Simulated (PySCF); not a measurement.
calicene (C8H6), SMILES C1=CC(=C2C=C2)C=C1.

Geometry: B3LYP-D3(BJ)/def2-SVP.

Computed with r2SCAN/def2-TZVP (PySCF).

The molecule is in vacuum.

Computed frontier levels, gap, dipole moment:
```yaml
highest_occupied_level: -4.72 eV
lowest_empty_level: -2.15 eV
orbital_gap: 2.57 eV
dipole_moment: 4.71 D
quadrupole, principal values (traceless, Buckingham form, about the centre of nuclear charge): -12.74, 1.50, 11.24 D·Å
```
